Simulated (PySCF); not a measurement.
# Stationary points of MoF₅⁺

All numbers come from PySCF, PBE0, basis Mo def2-SVP with ECP28, F def2-SVP (scalar-relativistic core potentials, no spin–orbit coupling, density fitting).

Relaxations began from a few typed shapes. The search is not exhaustive: other isomers or separated fragments can lie lower, and high-lying points may rest on an excited occupation.

```
   spin  group                                 bonds                                                     angles  imaginary modes (cm⁻¹)  ΔE (kJ/mol)  ΔE with ZPE (kJ/mol)
singlet    D3h  Mo–F 1.759 Å (×3), Mo–F 1.788 Å (×2)       F–Mo–F 90.0° (×6), F–Mo–F 120.0° (×3), F–Mo–F 180.0°                    none          0.0                   0.0
singlet    C4v       Mo–F 1.748 Å, Mo–F 1.776 Å (×4)  F–Mo–F 85.2° (×4), F–Mo–F 106.7° (×4), F–Mo–F 146.5° (×2)                     41i          4.7                     –
```

The lowest minimum found is the singlet D3h: Mo–F 1.759 Å (×3), Mo–F 1.788 Å (×2); F–Mo–F 90.0° (×6), F–Mo–F 120.0° (×3), F–Mo–F 180.0°.

Formally Mo is in oxidation state +6, d0. The polar-tensor charge on Mo, 3.50, is far below the formal one.

For the lowest minimum: stability towards spin polarisation was not tested.
